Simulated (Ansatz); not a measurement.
Ansatz (an electronic-structure program) input (PBE/6-31G* with LANL2DZ past Ar): The .json file joins the Basis Set Exchange's 6-31G* for atoms up to Ar and LANL2DZ past it.

Ansatz 0.2 input:
```yaml
crystal:
  periodic: [false, false, false]
  atoms:
    - {symbol: B, position_ang: [-0.69550610, 0.84456933, -0.96910073]}
    - {symbol: H, position_ang: [-1.34476674, 0.15754573, -1.73723420]}
    - {symbol: O, position_ang: [-0.52308448, 2.08483335, -0.86299569]}
    - {symbol: Se, position_ang: [0.23658860, -0.62929762, 0.36130393]}
    - {symbol: H, position_ang: [0.96296081, 0.33705993, 1.20236960]}
basis:
  gaussian:
    orbitals: 6-31Gs+LANL2DZ.json
hamiltonian:
  xc: {name: PBE}
total_charge: -1
relax: {f_tol: 0.003, max_steps: 120}
```

Output:

```
WARN ansatz: RAYON_NUM_THREADS=1 ignored (pool sized by the plan → 1); use --threads N
Functional definition: PBE
integrals: 0.01 GiB planned
513 factors; their error is unknown
mean field: 0.08 GiB planned
mean field evaluation 1: about -3005.5130 eV, gradient 1.8e1 eV
mean field evaluation 2: about -3001.4140 eV, gradient 5.0e1 eV
mean field evaluation 4: about -3006.1671 eV, gradient 1.2e0 eV
mean field evaluation 8: about -3006.1436 eV, gradient 4.7e-2 eV
mean field -3006.14358737 eV, -110.4737391987 hartree, gradient 2.0e-5 eV, S^2 0.000000; 0 other end points of the search recorded, 0 dependent functions left out
the calculation of the forces begins
reference -3006.14361067 eV, -110.4737400550 hartree; 11, 11 occupied and 31, 31 virtual orbitals, 513 factors
relax step   1: F+E_penalty+E_count = -3006.14358737 eV  Δ(F+E_penalty+E_count) = +0.000e0 eV  max|allowed force component| = 9.177e-1 eV/Å  Δτ_max = 0.0000 Å  (25 SCF iters, accepted)
these checks for a lower state are left out or cut short: starts, cluster_reference, orbital_swaps, neighbouring_geometries, increment
integrals: 0.01 GiB planned
513 factors; their error is unknown
mean field: 0.08 GiB planned
mean field evaluation 16: about -3006.1942 eV, gradient 3.6e0 eV
mean field -3006.17439332 eV, -110.4748712962 hartree, gradient 1.8e-5 eV, S^2 0.000000; 0 other end points of the search recorded, 0 dependent functions left out
the calculation of the forces begins
reference -3006.17441666 eV, -110.4748721540 hartree; 11, 11 occupied and 31, 31 virtual orbitals, 513 factors
relax step   2: F+E_penalty+E_count = -3006.17439332 eV  Δ(F+E_penalty+E_count) = -3.081e-2 eV  max|allowed force component| = 2.182e-1 eV/Å  Δτ_max = 0.0422 Å  (27 SCF iters, accepted)
these checks for a lower state are left out or cut short: starts, cluster_reference, orbital_swaps, neighbouring_geometries, increment
integrals: 0.01 GiB planned
513 factors; their error is unknown
mean field: 0.08 GiB planned
mean field -3006.17569119 eV, -110.4749189922 hartree, gradient 1.8e-5 eV, S^2 0.000000; 0 other end points of the search recorded, 0 dependent functions left out
the calculation of the forces begins
reference -3006.17571454 eV, -110.4749198504 hartree; 11, 11 occupied and 31, 31 virtual orbitals, 513 factors
relax step   3: F+E_penalty+E_count = -3006.17569119 eV  Δ(F+E_penalty+E_count) = -1.298e-3 eV  max|allowed force component| = 9.806e-2 eV/Å  Δτ_max = 0.0175 Å  (28 SCF iters, accepted)
these checks for a lower state are left out or cut short: starts, cluster_reference, orbital_swaps, neighbouring_geometries, increment
integrals: 0.01 GiB planned
513 factors; their error is unknown
mean field: 0.08 GiB planned
mean field evaluation 32: about -3006.2033 eV, gradient 6.2e-1 eV
mean field -3006.17688658 eV, -110.4749629219 hartree, gradient 1.7e-5 eV, S^2 0.000000; 0 other end points of the search recorded, 0 dependent functions left out
the calculation of the forces begins
reference -3006.17690993 eV, -110.4749637799 hartree; 11, 11 occupied and 31, 31 virtual orbitals, 513 factors
relax step   4: F+E_penalty+E_count = -3006.17688658 eV  Δ(F+E_penalty+E_count) = -1.195e-3 eV  max|allowed force component| = 7.470e-2 eV/Å  Δτ_max = 0.0134 Å  (28 SCF iters, accepted)
these checks for a lower state are left out or cut short: starts, cluster_reference, orbital_swaps, neighbouring_geometries, increment
integrals: 0.01 GiB planned
513 factors; their error is unknown
mean field: 0.08 GiB planned
mean field -3006.17697834 eV, -110.4749662940 hartree, gradient 1.0e-5 eV, S^2 0.000000; 0 other end points of the search recorded, 0 dependent functions left out
the calculation of the forces begins
reference -3006.17700168 eV, -110.4749671519 hartree; 11, 11 occupied and 31, 31 virtual orbitals, 513 factors
relax step   5: F+E_penalty+E_count = -3006.17697834 eV  Δ(F+E_penalty+E_count) = -9.176e-5 eV  max|allowed force component| = 3.465e-2 eV/Å  Δτ_max = 0.0016 Å  (22 SCF iters, accepted)
these checks for a lower state are left out or cut short: starts, cluster_reference, orbital_swaps, neighbouring_geometries, increment
integrals: 0.01 GiB planned
513 factors; their error is unknown
mean field: 0.08 GiB planned
mean field -3006.17703037 eV, -110.4749682061 hartree, gradient 1.7e-5 eV, S^2 0.000000; 0 other end points of the search recorded, 0 dependent functions left out
the calculation of the forces begins
reference -3006.17705371 eV, -110.4749690637 hartree; 11, 11 occupied and 31, 31 virtual orbitals, 513 factors
relax step   6: F+E_penalty+E_count = -3006.17703037 eV  Δ(F+E_penalty+E_count) = -5.203e-5 eV  max|allowed force component| = 1.054e-2 eV/Å  Δτ_max = 0.0025 Å  (28 SCF iters, accepted)
these checks for a lower state are left out or cut short: starts, cluster_reference, orbital_swaps, neighbouring_geometries, increment
integrals: 0.01 GiB planned
513 factors; their error is unknown
mean field: 0.08 GiB planned
mean field -3006.17703258 eV, -110.4749682875 hartree, gradient 3.0e-5 eV, S^2 0.000000; 0 other end points of the search recorded, 0 dependent functions left out
the calculation of the forces begins
reference -3006.17705592 eV, -110.4749691451 hartree; 11, 11 occupied and 31, 31 virtual orbitals, 513 factors
relax step   7: F+E_penalty+E_count = -3006.17703258 eV  Δ(F+E_penalty+E_count) = -2.215e-6 eV  max|allowed force component| = 2.814e-4 eV/Å  Δτ_max = 0.0003 Å  (17 SCF iters, accepted)
integrals: 0.01 GiB planned
513 factors; their error is unknown
mean field: 0.08 GiB planned
mean field evaluation 64: about -3006.1383 eV, gradient 4.9e0 eV
mean field -3006.17703258 eV, -110.4749682875 hartree, gradient 3.0e-5 eV, S^2 0.000000; 1 other end points of the search recorded, 0 dependent functions left out
the calculation of the forces begins
reference -3006.17705592 eV, -110.4749691451 hartree; 11, 11 occupied and 31, 31 virtual orbitals, 513 factors
Total energy: -3006.17705592 eV, -110.4749691451 hartree
Atom 0 at    -0.709642     0.858412    -0.988490 Å, force     0.000083     0.000100     0.000097 eV/Å
Atom 1 at    -1.359793     0.152201    -1.755988 Å, force    -0.000041    -0.000095    -0.000043 eV/Å
Atom 2 at    -0.531980     2.108267    -0.876559 Å, force    -0.000109     0.000006    -0.000140 eV/Å
Atom 3 at     0.242592    -0.656238     0.371488 Å, force     0.000017     0.000270    -0.000004 eV/Å
Atom 4 at     0.995015     0.332069     1.243892 Å, force     0.000050    -0.000281     0.000090 eV/Å
Dipole moment:     0.240288    -0.575851     0.361097 e Å
```

The dipole moment of an ion depends on the origin.
